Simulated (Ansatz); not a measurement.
Stretching the Te1–H2 bond in GeH4Te (SMILES [GeH3][TeH]) (multiplicity 1 held, fragments rigid). Energies count from the point at 1.663 Å.
Geometry at that point (charge 0, multiplicity 1):
```xyz
6

Te    -0.09896     0.80693     0.65430
H      0.26225     1.87148    -0.57100
Ge     0.13620    -1.21741    -0.93151
H      1.56046    -1.29525    -1.50328
H     -0.15262    -2.45073    -0.06259
H     -0.88258    -1.12842    -2.07853
```

R- and RO- levels are restricted; in cc, def2 and unpolarised 6-31G sets they are followed outwards from rest. U- levels take the lowest unrestricted solution at each point, which mixes spins at long bonds. Levels need not reach the same state.

Correlated levels freeze the cores. Filled d and f shells under p-block atoms count as core.

Programs: Ansatz (an electronic-structure program) with Gaussian orbitals. Values without a source in brackets are computed. In def2 rows elements past Kr take small-core potentials, without spin–orbit coupling.

Problem. One of these levels gives 272.4 kJ/mol for the energy at R = 5.321 Å. Which?
(A) U-MP2/def2-SVP
(B) U-HF/def2-SVP
(C) R-MP2/def2-SVP

Solution. A, U-MP2/def2-SVP. The others give 201.6 (U-HF/def2-SVP), 323.8 (R-MP2/def2-SVP)

Doubts at one or more of the structures used: a spin-contaminated determinant (U-HF/def2-SVP, U-MP2/def2-SVP); a restricted determinant that unrestricted orbitals would lower (R-MP2/def2-SVP).
